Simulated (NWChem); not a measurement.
Species: C₂H₆Al cation; SMILES [CH3][Al+][CH3]

```xyz
9

Al     0.0000     0.0000     0.0000
C      0.0000     0.0000     1.9262
H     -0.9294     0.4397     2.3084
H      0.8455     0.5850     2.3084
H      0.0839    -1.0247     2.3084
C      0.0000     0.0000    -1.9262
H     -0.8455    -0.5850    -2.3084
H      0.9294    -0.4397    -2.3084
H     -0.0839     1.0247    -2.3084
```
Atoms are numbered in this order, from 1.

Level: B3LYP/6-31G* (spherical d) (NWChem), optimised geometry, unscaled harmonic frequencies. 

```
frequency (cm⁻¹)  IR intensity (km/mol)
----------------  ---------------------
16                                  0.0
130                                10.2
130                                10.2
523                                 0.0
659                                 0.0
659                                 0.0
768                                33.4
775                               105.6
775                               105.5
1274                                5.6
1282                                0.0
1450                                0.0
1450                                0.0
1455                               13.7
1455                               13.7
3045                               19.9
3047                                0.0
3132                                0.0
3132                                0.0
3133                               15.1
3133                               15.1
```

The zero-point energy is 44.9 kcal/mol and the thermal correction to the enthalpy at 298.15 K (with zero-point energy) is 49.2 kcal/mol. The heat capacity Cv is 17.6 cal/(mol K) and the entropy at 298.15 K and 1 atm (symmetry number 6) is 72.6 cal/(mol K).

Rigid rotor and harmonic oscillator; modes under 100 cm⁻¹ make the entropy uncertain.
